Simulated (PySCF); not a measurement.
PySCF input file for C4H6OSi, SMILES O=C1CC=C[SiH2]1, SMD-ωB97X/def2-SVP. Coordinates come from a r2SCAN-D4/def2-SVP optimisation. The structure was generated by enumeration, and PubChem lists no compound with its InChIKey, so it may never have been made. The values are those of a single conformer.

```python
import numpy as np
from pyscf import gto, scf, dft
from pyscf.solvent import smd

mol = gto.M(
    atom='''
    O     0.14382467   -2.23188720   -0.00000000
    C    -0.03263264   -1.03575035    0.00000000
    C    -1.42954677   -0.39253267   -0.00000000
    C    -1.30134038    1.10443315    0.00000000
    C    -0.08399100    1.69379337   -0.00000000
    Si    1.27577635    0.41900512   -0.00000000
    H    -1.99292207   -0.76394288   -0.87781868
    H    -1.99292208   -0.76394288    0.87781867
    H    -2.22592164    1.69861381   -0.00000000
    H    -0.00579256    2.78591793    0.00000001
    H     2.14557841    0.40635949   -1.21424583
    H     2.14557841    0.40635949    1.21424584
    ''',
    basis='def2-SVP',
    charge=0,
    spin=0,
    max_memory=1600,
    verbose=3,
)
mf = dft.RKS(mol, xc='wb97x').density_fit(auxbasis='def2-universal-jkfit')
mf.grids.level = 3
mf.conv_tol = 1e-9
mf.max_cycle = 100
mf.kernel()
res = {}
for name in ['water', '2-propanol', 'cyclohexanone']:
    s = mf.SMD()
    s.with_solvent.solvent, s.with_solvent.sasa_ng = name, 194
    s.kernel(mf.make_rdm1())
    res[name] = (s.e_tot, s.with_solvent.get_cds(), s.dip_moment(), s.mo_energy, s.converged)
    print(f'SMD {name}: dG(solv) = {(s.e_tot - mf.e_tot) * 627.509474:.3f} kcal/mol, of which CDS {res[name][1] * 627.509474:.3f}')
```

Output:

```
converged SCF energy = -520.387258437466
converged SCF energy = -520.390054930876
Dipole moment(X, Y, Z, Debye): -1.75376,  3.32224, -0.00000
SMD water: dG(solv) = -1.755 kcal/mol, of which CDS 4.445
converged SCF energy = -520.394431620467
Dipole moment(X, Y, Z, Debye): -1.70107,  3.15180, -0.00000
SMD 2-propanol: dG(solv) = -4.501 kcal/mol, of which CDS 0.734
converged SCF energy = -520.394625449912
Dipole moment(X, Y, Z, Debye): -1.65964,  2.87832, -0.00000
SMD cyclohexanone: dG(solv) = -4.623 kcal/mol, of which CDS -1.001
```

The calculation finished and met its thresholds.
